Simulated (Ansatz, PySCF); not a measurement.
C2H5ClFGa, SMILES C[CH2][Ga]([F])[Cl]. Atoms are numbered in the order given.

```xyz
10

Ga     0.0251    -0.0705     0.1059
F     -0.0360    -1.6563     0.8667
Cl     0.8753     1.4322     1.3974
C     -0.6365     0.1923    -1.7257
C     -1.1794    -1.0784    -2.3850
H      0.2020     0.6258    -2.2966
H     -1.4026     0.9837    -1.6653
H     -2.0239    -1.5033    -1.8209
H     -0.4105    -1.8630    -2.4564
H     -1.5354    -0.8689    -3.4074
```

Geometry optimised at B3LYP-D3(BJ)/def2-SVP. The structure was generated by enumeration; whether it is a known compound was not checked. The values are those of a single conformer.

Two levels are set side by side: PBE-D3(BJ)/def2-SVP (Ansatz, a first-principles code) and B3LYP-D3(BJ)/def2-SVP (Ansatz). Each level has its own optimised geometry; the coordinates shown are those of the second. Frequencies come from the Hessian of PySCF at each geometry. Differences are taken from unrounded values.

```json
[
 {"quantity": "mean bond length (Å)", "B3LYP-D3(BJ)": "1.436"},
 {"quantity": "bond Ga1–F2 (Å)", "B3LYP-D3(BJ)": "1.760"},
 {"quantity": "bond Ga1–Cl3 (Å)", "B3LYP-D3(BJ)": "2.156"},
 {"quantity": "bond Ga1–C4 (Å)", "B3LYP-D3(BJ)": "1.965"},
 {"quantity": "bond C4–C5 (Å)", "B3LYP-D3(BJ)": "1.531"},
 {"quantity": "bond C4–H6 (Å)", "B3LYP-D3(BJ)": "1.103"},
 {"quantity": "bond C4–H7 (Å)", "B3LYP-D3(BJ)": "1.103"},
 {"quantity": "bond C5–H8 (Å)", "B3LYP-D3(BJ)": "1.101"},
 {"quantity": "bond C5–H9 (Å)", "B3LYP-D3(BJ)": "1.101"},
 {"quantity": "bond C5–H10 (Å)", "B3LYP-D3(BJ)": "1.103"},
 {"quantity": "highest harmonic wavenumber (cm⁻¹)", "B3LYP-D3(BJ)": "3122"},
 {"quantity": "mean harmonic wavenumber (cm⁻¹)", "B3LYP-D3(BJ)": "1242"},
 {"quantity": "zero-point energy (kcal/mol)", "B3LYP-D3(BJ)": "42.61"}
]
```

Q: What does PBE-D3(BJ) give, and how far is it from B3LYP-D3(BJ)? (Estimate from the structure and the level; the computed values follow.)

A: 
```csv
quantity,PBE-D3(BJ),PBE-D3(BJ) minus B3LYP-D3(BJ)
mean bond length (Å),1.442,0.006
bond Ga1–F2 (Å),1.772,0.012
bond Ga1–Cl3 (Å),2.161,0.005
bond Ga1–C4 (Å),1.968,0.003
bond C4–C5 (Å),1.531,0.000
bond C4–H6 (Å),1.111,0.008
bond C4–H7 (Å),1.111,0.008
bond C5–H8 (Å),1.108,0.007
bond C5–H9 (Å),1.108,0.007
bond C5–H10 (Å),1.110,0.008
highest harmonic wavenumber (cm⁻¹),3072,-50
mean harmonic wavenumber (cm⁻¹),1211,-31
zero-point energy (kcal/mol),41.56,-1.05
```

Exact exchange shortens and stiffens bonds; PBE has none. Differences between two approximate levels are no errors against the true value.
